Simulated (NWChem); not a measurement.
SiNH₄O₂Cl; SMILES Cl[Si](O)(O)N

```xyz
9

N      1.6378     0.8203    -0.1287
Si     0.0009     0.3687    -0.0253
O     -0.7587     0.9073     1.3379
O     -0.8949     0.9582    -1.2730
Cl     0.0144    -1.7027    -0.0364
H      2.3087     0.1704    -0.5200
H      1.8909     1.7846    -0.3122
H     -0.3635     0.6476     2.1753
H     -1.8452     0.9927    -1.1245
```
Atoms are numbered in this order, from 1.

Computed with NWChem. Pople sets run with spherical d functions. Structure relaxed at the PBE0/def2-SVP level. Level: PBE0/6-31G* with SMD (1 M gas to 1 M solution), gas-phase geometry. Reactions with the solvent are ignored.

```tsv
solvent	dielectric constant	solvation free energy (kcal/mol)	cavity-dispersion-structure term (kcal/mol)	dipole in solution (D)
water	78.4	-11.6	3.0	2.22
tetrahydrofuran	7.43	-8.5	-1.2	2.19
dichloromethane	8.93	-9.6	-0.5	2.20
chloroform	4.71	-9.0	-0.4	2.15
diethyl ether	4.24	-8.2	___	2.14
```

Question: Complete the blanks.

Answer: 
- diethyl ether, cavity-dispersion-structure term (kcal/mol): -1.8
